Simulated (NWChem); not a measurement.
Species: Si2H5O cation

```xyz
8

Si     0.0035     1.6919    -0.0005
O      0.0286     0.1283    -0.0052
Si     0.0000    -1.6245    -0.0001
H     -1.3010     2.3811     0.0072
H      1.2877     2.4176    -0.0047
H      1.0739    -2.0048     0.9450
H     -1.3625    -1.9821     0.4549
H      0.2795    -1.9783    -1.4105
```
Atoms are numbered in this order, from 1.

All runs: NWChem. Pople sets run with spherical d functions. The geometry was optimised at PBE0/def2-SVP. GIAO values for the isolated, static molecule; σ is the absolute isotropic shielding, δ = σ(reference) − σ with the isolated reference molecule computed at the same levels (1H: tetramethylsilane, 17O: water, 29Si: tetramethylsilane).

```
level                δ Si1 (ppm)  δ O2 (ppm)  δ Si3 (ppm)  δ H4 (ppm)  δ H5 (ppm)  δ H6 (rotor mean) (ppm)
-------------------  -----------  ----------  -----------  ----------  ----------  -----------------------
B3LYP/6-311G**             114.5       213.2          2.3        6.92        6.92                     5.94
Hartree-Fock/6-31G*         99.0       121.3          5.1        6.86        6.86                     5.69
KT2/pcSseg-1                 ___         ___          ___        6.82        6.83                     5.96
```

### Question
What belongs in the gaps?

### Answer

- KT2/pcSseg-1, δ Si1 (ppm): 117.0
- KT2/pcSseg-1, δ O2 (ppm): 224.1
- KT2/pcSseg-1, δ Si3 (ppm): 17.6
